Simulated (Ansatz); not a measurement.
AsF$_{3}$, charge -1, doublet, geometry from GFN2-xTB (a state made from the parent by changing its charge; the spin is typed, not shown lowest) (a gas-phase anion, which may not be bound at this level), atoms displaced at random by about 0.05 Å a coordinate; PBE/cc-pVDZ in Ansatz (a first-principles code).

Ansatz was given this input:
Ansatz 0.2 input:
```yaml
crystal:
  periodic: [false, false, false]
  atoms:
    - {symbol: F, position_ang: [-1.86852713, -0.96308628, 0.01955879]}
    - {symbol: As, position_ang: [0.13132476, -0.38458360, 0.05495065]}
    - {symbol: F, position_ang: [1.86190213, 0.66607729, -0.02351451]}
    - {symbol: F, position_ang: [-0.62254198, 1.32247733, -0.16714619]}
basis:
  gaussian:
    orbitals: cc-pVDZ
hamiltonian:
  xc: pbe
total_charge: -1
magnetization: {spin_polarized: true, initial_magnetization: 1}
relax: {f_tol: 0.1}
```

The log (banner, timings and long lists left out):

```
Functional definition: PBE
775 factors; their error is unknown
mean field evaluation 1: about -68975.5285 eV, gradient 1.3e1 eV
mean field evaluation 2: about -68969.7259 eV, gradient 4.1e1 eV
mean field evaluation 4: about -68976.2096 eV, gradient 5.5e0 eV
mean field evaluation 8: about -68976.3154 eV, gradient 1.3e-1 eV
mean field evaluation 16: about -68976.2807 eV, gradient 4.4e-5 eV
mean field -68976.28067637 eV, -2534.8315610544 hartree, gradient 4.4e-5 eV, S^2 0.751767; 0 other end points of the search recorded, 0 dependent functions left out
the calculation of the forces begins
reference -68976.28069508 eV, -2534.8315617420 hartree; 31, 30 occupied and 38, 39 virtual orbitals, 775 factors
relax step   1: F+E_penalty+E_count = -68976.28067637 eV  Δ(F+E_penalty+E_count) = +0.000e0 eV  max|allowed force component| = 1.650e0 eV/Å  Δτ_max = 0.0000 Å  (26 SCF iters, accepted)
these checks for a lower state are left out or cut short: starts, cluster_reference, orbital_swaps, neighbouring_geometries, increment
775 factors; their error is unknown
mean field -68976.50635053 eV, -2534.8398544266 hartree, gradient 2.5e-5 eV, S^2 0.751868; 0 other end points of the search recorded, 0 dependent functions left out
the calculation of the forces begins
reference -68976.50636929 eV, -2534.8398551160 hartree; 31, 30 occupied and 38, 39 virtual orbitals, 775 factors
relax step   2: F+E_penalty+E_count = -68976.50635053 eV  Δ(F+E_penalty+E_count) = -2.257e-1 eV  max|allowed force component| = 5.469e-1 eV/Å  Δτ_max = 0.1085 Å  (32 SCF iters, accepted)
these checks for a lower state are left out or cut short: starts, cluster_reference, orbital_swaps, neighbouring_geometries, increment
775 factors; their error is unknown
mean field -68976.52953385 eV, -2534.8407063982 hartree, gradient 2.0e-5 eV, S^2 0.751916; 0 other end points of the search recorded, 0 dependent functions left out
the calculation of the forces begins
reference -68976.52955295 eV, -2534.8407071000 hartree; 31, 30 occupied and 38, 39 virtual orbitals, 775 factors
relax step   3: F+E_penalty+E_count = -68976.52953385 eV  Δ(F+E_penalty+E_count) = -2.318e-2 eV  max|allowed force component| = 8.177e-2 eV/Å  Δτ_max = 0.0437 Å  (27 SCF iters, accepted)
775 factors; their error is unknown
mean field evaluation 32: about -68976.4438 eV, gradient 6.0e0 eV
mean field -68976.52953385 eV, -2534.8407063982 hartree, gradient 2.0e-5 eV, S^2 0.751916; 1 other end points of the search recorded, 0 dependent functions left out
the calculation of the forces begins
reference -68976.52955295 eV, -2534.8407071000 hartree; 31, 30 occupied and 38, 39 virtual orbitals, 775 factors
Total energy: -68976.52955295 eV, -2534.8407071000 hartree
Atom 0 at    -1.736312    -0.995077     0.030406 Å, force    -0.014572     0.032470     0.000240 eV/Å
Atom 1 at     0.073542    -0.291554     0.036123 Å, force     0.012105    -0.081771     0.001967 eV/Å
Atom 2 at     1.821070     0.550210    -0.009995 Å, force    -0.002903     0.045014    -0.000840 eV/Å
Atom 3 at    -0.656143     1.377306    -0.172685 Å, force     0.005370     0.004287    -0.001367 eV/Å
Dipole moment:     0.090589    -0.201709     0.031636 e Å
```
